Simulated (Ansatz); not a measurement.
Species: sum formula GeSiH3, net charge 0, doublet state. It need not be the lowest isomer of its formula. 
Structure (B3LYP-D3(BJ)/def2-TZVP (Ansatz, a first-principles code) minimum search):
SMILES: [SiH2]=[GeH]
```xyz
5

Si    -1.4385    -0.2476     0.5474
Ge     0.7349     0.1145    -0.3268
H     -1.9609    -0.0362     1.9251
H     -2.5724    -0.7616    -0.2676
H      1.1542     0.6019     1.1377
```
Charge 0, spin multiplicity 2.

Basis-set convergence of Hartree-Fock and CCSD(T) correlation energies (hartree) with Ansatz. Cores are frozen in the correlated levels unless marked. UHF or UKS for open shells. Spin-orbit coupling is left out. The frozen core is the preceding noble-gas configuration, with the filled d and f shells of earlier blocks. Non-relativistic.

```tsv
basis	functions	E(HF)	E(corr, CCSD(T))
def2-SVPD	86	-2365.62369	-0.22242
def2-TZVPPD	153	[?]	[?]
```

Q: Fill in the missing entries.

A: 
- def2-TZVPPD, E(HF): -2365.98774
- def2-TZVPPD, E(corr, CCSD(T)): -0.25684
